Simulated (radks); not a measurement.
Charge is removed step by step from the 3s level of Al2+, starting from [Ne] 3s1. Method: non-relativistic Kohn-Sham, r2SCAN, spin-unpolarised, spherical densities, point nucleus; meta-GGA in the generalised Kohn-Sham scheme; computed with a radial shooting solver on a logarithmic mesh with Libxc functionals.

removed (e) = 0: E - E(0) (eV) 0.000; eigenvalue (eV) -23.565
removed (e) = 0.125: E - E(0) (eV) 3.013; eigenvalue (eV) -24.640
removed (e) = 0.25: E - E(0) (eV) 6.159; eigenvalue (eV) -25.700
removed (e) = 0.375: E - E(0) (eV) 9.437; eigenvalue (eV) -26.737
removed (e) = 0.5: E - E(0) (eV) 12.842; eigenvalue (eV) -27.739
removed (e) = 0.625: E - E(0) (eV) 16.369; eigenvalue (eV) -28.684
removed (e) = 0.75: E - E(0) (eV) 20.009; eigenvalue (eV) -29.537
removed (e) = 0.875: E - E(0) (eV) 23.746; eigenvalue (eV) -30.210

The mean slope of the eigenvalue, de/dn, is 7.59 eV per electron.
